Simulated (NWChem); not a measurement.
# CH₅Al; SMILES [AlH2][CH3]

```xyz
7

Al     0.0015     0.7167    -0.0033
H     -1.3794     1.5130     0.0103
H      1.3627     1.5458     0.0108
C      0.0044    -1.2394    -0.0040
H     -0.2448    -1.6145     1.0054
H      0.9783    -1.6732    -0.2793
H     -0.7630    -1.6515    -0.6804
```
Atoms are numbered in this order, from 1.

Program: NWChem. Pople sets run with spherical d functions. All runs use the structure optimised with PBE0/def2-SVP.

For level BHandHLYP/6-31G*:

```
Property                     Result
---------------------------  ------
highest occupied level (eV)   -9.14
orbital gap (eV)               8.65
```

Q: How do the values read with level B3LYP/6-31G* instead?

A: 
- highest occupied level (eV): -7.70
- orbital gap (eV): 6.27
